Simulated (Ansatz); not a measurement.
Species: C₄H₂BrSe, charge 0, multiplicity 2. It need not be the lowest isomer of its formula. 
Geometry from a B3LYP-D3(BJ)/def2-TZVP (Ansatz, a quantum-chemistry and plane-wave program) optimisation:
SMILES: Brc1[c]cc[se]1
```xyz
8

Br     1.9654    -0.4495     0.2715
C      0.1080    -0.4838     0.0149
C     -0.7117    -1.5266    -0.0984
C     -2.0990    -1.3315    -0.2900
C     -2.4292    -0.0122    -0.3356
Se    -0.9344     1.1052    -0.1290
H     -2.8157    -2.1336    -0.3891
H     -3.4109     0.4135    -0.4712
```
Charge 0, spin multiplicity 2.

Basis-set convergence of Hartree-Fock and MP2 correlation energies (hartree) with Ansatz. Valence correlation only, unless marked. UHF or UKS for open shells. No spin-orbit coupling. Frozen are the shells of the preceding noble gas and the d and f shells that filled before the atom's block. No relativistic terms.

The UHF reference is spin-contaminated (<S^2> 0.46 over the pure value in the largest basis). 

```csv
basis,functions,E(HF),"E(corr, MP2)"
cc-pVDZ,120,-5124.74203,-0.69215
cc-pVTZ,234,-5124.93508,-0.87462
cc-pVQZ,416,-5124.95078,-0.94349
```

Extrapolating the two largest sets (X = 3 and 4) as X^-3: E(corr) = (64·(-0.94349) - 27·(-0.87462))/37 = -0.9937 Eh, an estimate of the basis-set limit. The largest set recovers 94.9 % of it, the smallest 69.7 %.
